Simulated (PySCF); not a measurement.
Ionising CsK

PBE0; basis Cs def2-SVP with ECP46, K def2-SVP; scalar-relativistic core potentials; PySCF 2.14. Neutral (UKS): singlet (closed shell), Re = 4.387 Å, ωe = 66.5 cm⁻¹, De = 0.46 eV, HOMO -2.76 eV, LUMO -1.20 eV.

CsK⁺ (UKS): doublet (σ ↑), Re = 5.024 Å, ωe = 47.1 cm⁻¹, De = 0.58 eV to Cs⁺ + K. The energies at the minima are -619.81883 hartree for CsK and -619.67983 for CsK⁺.

Problem. Work out the adiabatic ionisation energy, without and with harmonic zero-point energies (1 hartree = 27.2114 eV, 1 eV = 8065.5 cm⁻¹), and the change of the bond length.

Solution. At PBE0: 0.13900 hartree = 3.782 eV between the minima; the zero-point term (47.1 − 66.5)/2 cm⁻¹ = -0.001 eV makes it 3.781 eV. Re changes by +63.7 pm against the neutral. Minus the HOMO energy is 2.76 eV, -1.02 eV from the value between the minima; self-interaction puts the Kohn–Sham level too high, less so with exact exchange. The electron leaves a σ orbital, and the longer bond of the ion fits a bonding orbital, or a change in how ionic the bond is.

Closed-shell solutions of metal pairs were not tested for spin polarisation, which can lower them a little. Weak bonds: CsK. Basis-set superposition, not corrected here, can be much of De in a small basis, most of all at correlated wavefunction levels. Spin–orbit coupling is left out. For an ion De counts to the pair picked by the measured ionisation energies or electron affinities, which need not be the lowest pair at this level. States were picked by a PBE0 search and need not be the measured ground states.
